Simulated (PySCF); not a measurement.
Compound: C₅H₅FO₂ (charge -1 and doublet state).
Numbering: `[CH3:1][O:2][C-:3]1[CH:4][O:5][C:6]([F:7])=[CH:8]1` (hydrogens: H9, H10, H11 on C1; H12 on C4; H13 on C8)

Cartesian coordinates in Å at the GFN2-xTB level; atoms count from 1:
```xyz
13
C5H5FO2 angstrom
C     -2.1917    0.0021    0.1301
O     -1.1793   -0.6565   -0.5599
C      0.1136   -0.2050   -0.2720
C      0.4833    0.7401    0.6548
O      1.8596    0.9236    0.6141
C      2.3608    0.0941   -0.4090
F      3.4873   -0.6978    0.1660
C      1.2557   -0.6831   -0.9060
H     -3.1362   -0.4464   -0.1890
H     -2.2078    1.0776   -0.0974
H     -2.0883   -0.1142    1.2178
H     -0.0614    1.3712    1.3307
H      1.3001   -1.4053   -1.6979
```

The hyperfine couplings belong to this conformer and change with its torsions.

Level of theory: UKS B3LYP, pcH-1 on C F H O, non-relativistic, mean-field spin-orbit, GIAO in PySCF 2.14.0. Whether the extra electron is bound in the gas phase wasn't checked; a finite basis holds it in any case. The geometry wasn't refined by DFT: couplings that depend on bond lengths, twists or pyramidal angles can differ widely from those at the functional's own minimum, by a factor of two or more for some ions and for spin on atoms past the first row. No stability test was run, so a lower SCF solution isn't excluded.

Q: Break the g tensor into its mass correction, gauge correction and orbital-Zeeman/spin–orbit terms.

A: 
```csv
Δg (ppm),1,2,3
relativistic mass correction,-238,-238,-238
gauge correction,26,-1,13
orbital Zeeman/spin–orbit,-610,1714,1871
total,-821,1475,1646
```

So g = 2.00150, 2.00379, 2.00397 and g_iso = 2.00309; the tensor is close to axial: the two nearest values differ by 7 % of g3 − g1. Axes: g2 points within 3° of the C8–H13 bond.

Q: What effective moment and Curie constant follow for a powder?

A: With the mean of g² = 4.0124 and S(S+1) = 0.75: μ_eff = √(⟨g²⟩S(S+1)) = 1.735 μB and χT = 0.12505·⟨g²⟩·S(S+1) = 0.376 cm³ K/mol (cgs; spin-Hamiltonian part alone).

Q: At 9.707 GHz, how far is the centre of the isotropic spectrum from where a free electron (g = 2.002319) resonates?

A: B = hν/(g μB) with μB/h = 13.99624 MHz/mT gives 346.37 mT for the free electron and 346.24 mT at g_iso, 0.13 mT lower.

Q: Average each term over the three axes. Which is largest in size?

A: The orbital-Zeeman/spin–orbit term 992, the mass correction -238 and the gauge correction 12 ppm, for a total of 767 ppm. The orbital-Zeeman/spin–orbit term is the largest in size. The mass correction is the same along every axis, so the anisotropy comes from the other two: their spans along these axes are 28 (gauge) and 2481 ppm (orbital Zeeman/spin–orbit).

Q: In a frozen sample, at which fields do the three g values resonate at 9.5, 34, 94 and 263 GHz (hyperfine left aside), and which band first spreads them over more than twice a line width of 0.5 mT?

A: 
| band | GHz | B(g3) mT | B(g2) mT | B(g1) mT | spread mT |
| --- | --- | --- | --- | --- | --- |
| X | 9.5 | 338.71 | 338.73 | 339.12 | 0.42 |
| Q | 34.0 | 1212.21 | 1212.31 | 1213.70 | 1.49 |
| W | 94.0 | 3351.40 | 3351.69 | 3355.53 | 4.13 |
| J | 263.0 | 9376.79 | 9377.59 | 9388.34 | 11.56 |

The spread grows in proportion to the frequency. Q band is the first where it exceeds 1.0 mT.

The largest Mulliken spin populations are on C6 (+0.52), C8 (+0.21), C4 (+0.21) and O5 (+0.08). Three atoms exceed +0.15. The positive populations add up to 1.09 and the negative ones to -0.09, together 2S = 1. The angles at C6 add up to 329.9°, so it is pyramidal.

The HOMO–LUMO gaps are 2.76 eV among the α and 4.42 eV among the β orbitals.

The SMILES draws the unpaired electron on C4; the largest computed Mulliken spin population is on C6 (0.52 against 0.21).
